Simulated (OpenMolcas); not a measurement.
O+: Slater's ratio, worked from levels

* Program: OpenMolcas
* Basis: ANO-L-VTZP [4s3p2d1f]
* Scalar Hamiltonian: non-relativistic, point nucleus
* Active space: 3 electrons in 3 orbitals (2p)
* State averaging: 2S+1 = 4 odd, 1 root; 2S+1 = 2 odd, 8 roots
* Spin-orbit coupling: state interaction with AMFI integrals over the reference wave functions, term energies averaged over their components

Methods: CASSCF; SS-CASPT2, IPEA 0.25 Eh, imaginary shift 0.1 Eh (closed shells correlated: 1s 2s). Measured levels: NIST Handbook of Basic Atomic Spectroscopic Data.

**Slater's ratio.** With one set of orbitals, p3 has ²D° - ⁴S° = 9 F2 and ²P° - ²D° = 6 F2 (F2 = F²/25), a ratio of 2/3. Term energies are centres of gravity, weighted by 2J + 1.

```
   Source  ²D° - ⁴S°  ²P° - ⁴S°  F2 from the first  Ratio
   CASSCF      30486      50525               3387  0.657
SS-CASPT2      27654      43753               3073  0.582
 measured      26819      40469               2980  0.509
```

Energies in cm-1. A ratio away from 2/3 shows effects beyond one configuration with one set of orbitals, and in heavier atoms second-order spin-orbit shifts.

CASPT2 does not keep the components of a term degenerate, so their means are used; among the terms shown or strongly mixed into the levels shown the widest spread is 170 cm-1 (2s² 2p³ ²D°, SS-CASPT2). With the s shell closed, the reference lacks s² → p² mixing. Without dynamic correlation excited terms often stand tens of per cent too high (terms of higher spin than the ground term too low), and those without a measured partner can miss by more than the paired ones (holds for CASSCF). Measured partners are found by configuration, term and J. A level has none where our copy of the source lacks it or the pairing is in doubt (some pairs that miss far off the trend of their configuration count as doubtful), and it then counts in no deviation. Only configurations of the active space appear.

° marks odd parity.
